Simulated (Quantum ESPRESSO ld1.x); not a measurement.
Results of a calculation; reference values are marked as such.
Q: The mean radii <r> (bohr) of the occupied orbitals of an atom or ion are listed with their occupations. Level of theory: Dirac Kohn-Sham, PBE, spin-unpolarised, spherical densities, point nucleus (ld1.x of Quantum ESPRESSO 7.5).

orbital  occ.      <r>
1s1/2       2  0.08086
2s1/2       2   0.3672
2p1/2       2   0.3233
2p3/2       2   0.3254

Name the element and its charge. Open shells, if any, fill j = l - 1/2 first.

A: Z = 19, potassium, charge +11: K11+ in [He] 2s2 2p4. The 1s radius gives Z: for a bare nucleus <r> = (2 gamma + 1)/(2Z) with gamma = sqrt(1 - (Z/c)^2), 0.07844 bohr for Z = 19, and screening makes it slightly larger (0.08086 here). The occupations add up to 8, and the charge is Z minus that.
